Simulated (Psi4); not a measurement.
Cl₃Y (SMILES [Cl][Y]([Cl])[Cl]), singlet, at a GFN2-xTB geometry (such geometries of metal compounds can be far from the true shape) (core potentials on Y); TPSS/def2-SVP (Psi4).

Input for Psi4:
```
memory 2 GB

molecule {
0 1
Y     0.23273299    0.60598762    0.37640734
Cl    1.71306890   -0.82911873   -0.86829729
Cl   -0.87640660   -1.25795858    1.42317771
Cl   -1.37057916    0.69687040   -1.41840315
}

set {
  basis def2-svp
  reference uks
}

energy('tpss')
print_variables()
```

What the program printed (banner, timings and long lists left out):

```
   => Loading Basis Set <=

    Name: DEF2-SVP
    Role: ORBITAL
    Keyword: BASIS

    !!!  WARNING: ECP capability is in beta. Please check occupations closely.  !!!

         ---------------------------------------------------------
                                   SCF
               by Justin Turney, Rob Parrish, Andy Simmonett
                          and Daniel G. A. Smith
                              UKS Reference
         ---------------------------------------------------------

  ==> Geometry <==

    Molecular point group: c1
    Full point group: C1

    Geometry (in Angstrom), charge = 0, multiplicity = 1:

       Center              X                  Y                   Z               Mass
    ------------   -----------------  -----------------  -----------------  -----------------
         Y            0.222306092459     0.578838180753     0.359543549279    88.905840300000
         CL           1.702642002459    -0.856268169247    -0.885161080721    34.968852682000
         CL          -0.886833497541    -1.285108019247     1.406313919279    34.968852682000
         CL          -1.381006057541     0.669720960753    -1.435266940721    34.968852682000

  Running in c1 symmetry.

  Rotational constants: A =      0.05683  B =      0.05683  C =      0.03971 [cm^-1]
  Rotational constants: A =   1703.63850  B =   1703.63850  C =   1190.45218 [MHz]
  Nuclear repulsion =  254.942130918601151

  Charge       = 0
  Multiplicity = 1
  Electrons    = 62
  Nalpha       = 31
  Nbeta        = 31

  ==> Algorithm <==

  SCF Algorithm Type is DF.
  DIIS enabled.
  MOM disabled.
  Fractional occupation disabled.
  Guess Type is SAD.
  Energy threshold   = 1.00e-06
  Density threshold  = 1.00e-06
  Integral threshold = 1.00e-12

  ==> Primary Basis <==

  Basis Set: DEF2-SVP
    Blend: DEF2-SVP
    Number of shells: 35
    Number of basis functions: 85
    Number of Cartesian functions: 93
    Spherical Harmonics?: true
    Max angular momentum: 3

  Core potential: DEF2-SVP
    Number of shells: 4
    Number of ECP primitives: 14
    Number of ECP core electrons: 28
    Max angular momentum: 3

  ==> DFT Potential <==

   => LibXC <=

    Version 7.1.2
    S. Lehtola, C. Steigemann, M. J. T. Oliveira, and M. A. L. Marques,  SoftwareX 7, 1–5 (2018) (10.1016/j.softx.2017.11.002)

   => Composite Functional: TPSS <=

    TPSS Meta-GGA XC Functional

    J. Tao, et al., Phys. Rev. Lett., 91, 146401, 2003

    Deriv               =              1
    GGA                 =           TRUE
    Meta                =           TRUE

    Exchange Hybrid     =          FALSE
    MP2 Hybrid          =          FALSE

   => Exchange Functionals <=

    1.0000   XC_MGGA_X_TPSS

   => Correlation Functionals <=

    1.0000   XC_MGGA_C_TPSS

   => LibXC Density Thresholds  <==

    XC_MGGA_C_TPSS:  1.00E-15
    XC_MGGA_X_TPSS:  1.00E-15

   => Molecular Quadrature <=

    Radial Scheme          =       TREUTLER
    Pruning Scheme         =           NONE
    Nuclear Scheme         =       TREUTLER

    Blocking Scheme        =         OCTREE
    BS radius alpha        =              1
    Pruning alpha          =              1
    Radial Points          =             75
    Spherical Points       =            302
    Total Points           =          87025
    Total Blocks           =            755
    Max Points             =            256
    Max Functions          =             78
    Weights Tolerance      =       1.00E-15

   => Loading Basis Set <=

    Name: (DEF2-SVP AUX)
    Role: JKFIT
    Keyword: DF_BASIS_SCF

  ==> Integral Setup <==

  SCF_SUBTYPE=INCORE selected. In-core MEM_DF algorithm will be used.
  Using in-core AOs.

  ==> MemDFJK: Density-Fitted J/K Matrices <==

    J tasked:                   Yes
    K tasked:                    No
    wK tasked:                   No
    Algorithm:                 Core
    Schwarz Cutoff:           1E-12
    Mask sparsity (%):       2.5744
    Fitting Condition:        1E-10

   => Auxiliary Basis Set <=

  Basis Set: (DEF2-SVP AUX)
    Blend: DEF2-UNIVERSAL-JKFIT
    Number of shells: 163
    Number of basis functions: 639
    Number of Cartesian functions: 849
    Spherical Harmonics?: true
    Max angular momentum: 6

  Minimum eigenvalue in the overlap matrix is 1.4093714944E-02.
  Reciprocal condition number of the overlap matrix is 3.8421991770E-03.
    Using symmetric orthogonalization.

  ==> Pre-Iterations <==

  SCF Guess: Superposition of Atomic Densities via on-the-fly atomic UHF (no occupation information).

   -------------------------
    Irrep   Nso     Nmo
   -------------------------
     A         85      85
   -------------------------
    Total      85      85
   -------------------------

  ==> Iterations <==

                           Total Energy        Delta E     RMS |[F,P]|

   @DF-UKS iter SAD: -1418.48948723852300   -1.41849e+03   0.00000e+00
   @DF-UKS iter   1: -1418.67074580450821   -1.81259e-01   5.69136e-03 ADIIS/DIIS
   @DF-UKS iter   2: -1418.51520196623460    1.55544e-01   8.16603e-03 ADIIS/DIIS
   @DF-UKS iter   3: -1418.75784305286265   -2.42641e-01   2.58813e-03 ADIIS/DIIS
   @DF-UKS iter   4: -1418.79300527105170   -3.51622e-02   5.78004e-04 ADIIS/DIIS
   @DF-UKS iter   5: -1418.79433983396439   -1.33456e-03   1.20786e-04 ADIIS/DIIS
   @DF-UKS iter   6: -1418.79439842774377   -5.85938e-05   2.74832e-05 DIIS
   @DF-UKS iter   7: -1418.79440205652554   -3.62878e-06   6.32015e-06 DIIS
   @DF-UKS iter   8: -1418.79440220503056   -1.48505e-07   3.13277e-06 DIIS
   @DF-UKS iter   9: -1418.79440225281178   -4.77812e-08   2.91085e-07 DIIS
  Energy and wave function converged.

  ==> Post-Iterations <==

   Electrons on quadrature grid:
      Nalpha   =   31.0000200822 ; deviation = 2.008e-05
      Nbeta    =   31.0000200822 ; deviation = 2.008e-05
      Ntotal   =   62.0000401643 ; deviation = 4.016e-05

   @Spin Contamination Metric:  -1.065814104E-14
   @S^2 Expected:                0.000000000E+00
   @S^2 Observed:               -1.065814104E-14
   @S   Expected:                0.000000000E+00
   @S   Observed:                0.000000000E+00

    Orbital Energies [Eh]
    ---------------------

    Alpha Occupied:

[...]
      31A     -0.254057

    Alpha Virtual:

[...]
    Beta Occupied:

[...]
      31A     -0.254057

    Beta Virtual:

[...]
    Final Occupation by Irrep:
              A
    DOCC [    31 ]
    SOCC [     0 ]
    NA   [    31 ]
    NB   [    31 ]

  @DF-UKS Final Energy: -1418.79440225281178

   => Energetics <=

    Nuclear Repulsion Energy =            254.9421309186011513
    One-Electron Energy =               -2480.1241003515838202
    Two-Electron Energy =                 896.3879081505824615
    DFT Exchange-Correlation Energy =     -90.0003409704116990
    Empirical Dispersion Energy =           0.0000000000000000
    VV10 Nonlocal Energy =                  0.0000000000000000
    Total Energy =                      -1418.7944022528117785

  UHF NO Occupations:
  HONO-2 :   29  A 2.0000000
  HONO-1 :   30  A 2.0000000
  HONO-0 :   31  A 2.0000000
  LUNO+0 :   32  A 0.0000000
  LUNO+1 :   33  A 0.0000000
  LUNO+2 :   34  A 0.0000000
  LUNO+3 :   35  A 0.0000000

Computation Completed

Properties will be evaluated at   0.000000,   0.000000,   0.000000 [a0]

Properties computed using the SCF density matrix

 Multipole Moments:

 ------------------------------------------------------------------------------------
     Multipole            Electronic (a.u.)      Nuclear  (a.u.)        Total (a.u.)
 ------------------------------------------------------------------------------------

 L = 1.  Multiply by 2.5417464519 to convert [e a0] to [Debye]
 Dipole X            :         14.5007593          -13.5360919            0.9646673
 Dipole Y            :         37.7572751          -35.2451287            2.5121465
 Dipole Z            :         23.4529973          -21.8924029            1.5605944
 Magnitude           :                                                    3.1107745

 ------------------------------------------------------------------------------------

  Variable Map:
  ----------------------------------------------------------------------------
[...]
  Array Variable Map:
  ----------------------------------------------------------------------------
[...]
[...]
```
